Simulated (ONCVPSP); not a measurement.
# Co (Z = 27), ONCV: configuration errors across variants

```
Element                 : cobalt (Co)
Generator               : ONCVPSP 4.0.1
Type                    : optimised norm-conserving Vanderbilt (ONCV)
Functional              : PBE
Relativity              : scalar-relativistic
Frozen core             : [Ne]
Valence charge          : 17
Reference configuration : 3s2 3p6 3d7 4s2
Partial waves           : 3s+4s: rc 1.55 bohr, ncon 4, nbas 7, qcut 6.8 1/bohr, 2 projectors; 3p: rc 1.10 bohr, ncon 4, nbas 8, qcut 10.4 1/bohr, 2 projectors, debl 2.9 Ha; 3d: rc 1.40 bohr, ncon 4, nbas 9, qcut 12.4 1/bohr, 2 projectors, debl 1.7 Ha
Local potential         : polynomial inside 0.85 bohr (lpopt 5, dvloc0 0 Ha)
Core correction         : none
```

All-electron excitation energies from the reference (eV): (1) 3s2 3p6 3d7 4s1 9.031; (2) 3s2 3p6 3d7 4s0 25.816; (3) 3s2 3p6 3d6 4s0 61.686; (4) 3s2 3p6 3d7 4s0 4p2 8.979.

Errors AE − PS in meV (a dash: test not solved or not reliable):

| change | (1) | (2) | (3) | (4) | bound ghosts | GHOST(+) flags above zero |
| --- | --- | --- | --- | --- | --- | --- |
| base | +0.1 | +2.8 | +5.2 | +0.7 | none | none |
| d: debl 0.35 | +0.1 | +2.8 | +5.1 | +0.7 | none | none |
| d: debl 0.5 | +0.1 | +2.8 | +5.1 | +0.7 | none | none |
| d: debl 1.45 | +0.1 | +2.8 | +5.2 | +0.7 | none | none |
| d: debl 2.85 | +0.1 | +2.8 | +5.2 | +0.7 | none | none |
| d: debl 4.85 | +0.1 | +2.8 | +5.0 | +0.7 | none | none |

Task: Give the same row for: d: debl 0.85.

Result: +0.1, +2.8, +5.1, +0.7; bound ghosts: none; GHOST(+) flags above zero: none.
